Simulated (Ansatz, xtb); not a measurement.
# Isomers of BH11Si4 in order of energy

4 gas-phase structures of BH11Si4, from a drawn sample of its isomers (lower ones may exist). Each was relaxed with GFN2-xTB; where two conformers were screened, the lower at r2SCAN-D4/def2-SVP is listed:

A. `B[SiH2][SiH]([SiH3])[SiH3]`, a singlet
B. `B[Si@@H]([SiH3])[SiH2][SiH3]`, a singlet
C. `B[SiH2][SiH2][SiH2][SiH3]`, a singlet
D. `B[Si]([SiH3])([SiH3])[SiH3]`, a singlet

Q: Estimate their order in r2SCAN-D4/def2-SVP energy at these geometries, lowest first.

A: Calculated order at r2SCAN-D4/def2-SVP: D (0.0), B (11.4), A (12.6), C (21.3) kJ/mol. Less than 1 kcal/mol parts B and A, so the order within that pair means little.

Energies above the lowest of each column, in kJ/mol; the last columns are at B3LYP-D3(BJ)/def2-SVP geometries:

```tsv
structure	GFN2-xTB	HF/STO-3G	r2SCAN-D4/def2-SVP	B3LYP-D3(BJ)/def2-SVP	CCSD(T)/def2-SVP + ΔMP2/def2-TZVPP
D	7.0	0.0	0.0	0.0	0.0
B	1.2	1.8	11.4	6.6	7.8
A	0.0	10.6	12.6	6.6	7.1
C	0.8	9.1	21.3	13.2	15.0
```

CCSD(T)/def2-SVP + ΔMP2/def2-TZVPP puts D lowest; GFN2-xTB picks A. CCSD(T)/def2-SVP + ΔMP2/def2-TZVPP orders those it was run on as D (0.0), A (7.1), B (7.8), C (15.0) kJ/mol. Less than 1 kcal/mol parts A and B, so the order within that pair means little. Flexible structures stand in one conformer each, not always the lowest. ΔMP2 is the change of the MP2 energy from the smaller to the larger basis.

Over these structures GFN2-xTB departs from r2SCAN-D4/def2-SVP by 8.1 kJ/mol on average once a common shift is removed. A GFN2-xTB relaxation took about 0.32 s and the r2SCAN-D4/def2-SVP energy about 3.8 s on a shared host (Ansatz 0.2.0, xtb 6.7.1).
